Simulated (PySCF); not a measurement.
**Name the molecule from its bond curve**

A diatomic of charge +1 contains As. Its singlet curve at RHF-CCSD(T) in a double-zeta basis (scalar-relativistic core potentials, PySCF), in eV from the separated fragments:

```
R (Å)  E (eV)
1.752  -4.278
1.830  -5.035
1.889  -5.336
1.947  -5.468
2.005  -5.471
2.083  -5.331
2.181  -5.004
2.297  -4.498
```

The fit gives ωe = 626 cm⁻¹ and the rotational constant Bₑ = 0.1924 cm⁻¹.

Which atom is the partner?

The minimum lies at 1.977 Å, so the reduced mass is 16.8576 u Å² cm⁻¹/(Bₑ·Re²) = 22.42 u. With As at 74.92 u the partner weighs about 32.0 u: S. The molecule is AsS⁺.

Correlated steps freeze 9 core orbitals. The CCSD T1 diagnostic is raised, a sign that a single reference may not be enough here.
